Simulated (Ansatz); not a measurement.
One change: `[NH2][Zn][O][SiH3]` becomes `[F][Zn][O][SiH3]`.

Ansatz, PBE0-D4/def2-TZVP geometries, multiplicity 1. Each molecule was computed in one conformer, which needn't be the lowest.

Scalar relativity is left out up to krypton.

```
                                          property  `[NH2][Zn][O][SiH3]`
           HOMO–LUMO gap (ωB97M-V/def2-TZVPP) / eV                 10.32
  size of the dipole moment (B3LYP/def2-TZVPP) / D                  2.29
             HOMO energy (ωB97M-V/def2-TZVPP) / eV                 -9.73
    zero-point energy (PBE0-D4/def2-TZVP) / kJ/mol                 141.7
                LUMO energy (PBE0/def2-TZVPP) / eV                 -0.92
size of the dipole moment (ωB97M-V/def2-TZVPP) / D                  2.28
```

(1) Give the same properties after the change, and the shifts. (An estimate is asked.)

Results:

(1) Computed: 
```tsv
property	`[F][Zn][O][SiH3]`	shift
HOMO–LUMO gap (ωB97M-V/def2-TZVPP) / eV	10.96	0.64
size of the dipole moment (B3LYP/def2-TZVPP) / D	0.76	-1.53
HOMO energy (ωB97M-V/def2-TZVPP) / eV	-10.93	-1.20
zero-point energy (PBE0-D4/def2-TZVP) / kJ/mol	81.6	-60.1
LUMO energy (PBE0/def2-TZVPP) / eV	-1.70	-0.78
size of the dipole moment (ωB97M-V/def2-TZVPP) / D	0.68	-1.60
```

With PBE0 the HOMO falls by 1.28 eV and the LUMO falls by 0.78 eV, so the gap widens by about 0.50 eV. PBE moves the HOMO by -1.19 eV and ωB97M-V by -1.20 eV. The zero-point energy changes by -60.1 kJ/mol with -6 modes. Dipoles are sizes alone; their direction can turn.

B3LYP here is the variant with VWN-RPA as its local correlation; programs differ in this.
